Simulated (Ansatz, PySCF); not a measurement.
Reaction (SMILES): C1C[Se]C[Se]C1 [1,3-diselenane] + 6 [H][H] (H2) -> 4 C (CH4) + 2 [SeH2] (H2Se)
Each molecule is optimised on its own at B3LYP-D3(BJ)/def2-TZVP (Ansatz, a first-principles code), one conformer each, not searched for the lowest. Frequencies are from Ansatz or PySCF.

Quantity: energy of full hydrogenation (enthalpy at 298 K, with B3LYP-D3(BJ) rigid-rotor harmonic-oscillator terms), in kJ/mol. Valence correlation only, unless marked. Spin-orbit coupling is left out. The frozen core is the preceding noble-gas configuration, with the filled d and f shells of earlier blocks. Non-relativistic. CBS marks a two-point X^-3 extrapolation of the correlation energy; Hartree-Fock from the larger set.

```
level           program  energy of full hydrogenation (kJ/mol)
--------------  -------  -------------------------------------
HF/STO-3G        Ansatz                                 -351.8
PBE/def2-TZVPD   Ansatz                                 -344.6
```

Problem. Estimate the value at CCSD(T)/CBS(cc-pVTZ,cc-pVQZ) as computed with Ansatz.

Solution. -334.1 kJ/mol, so PBE/def2-TZVPD differs from it by -10.5 kJ/mol.
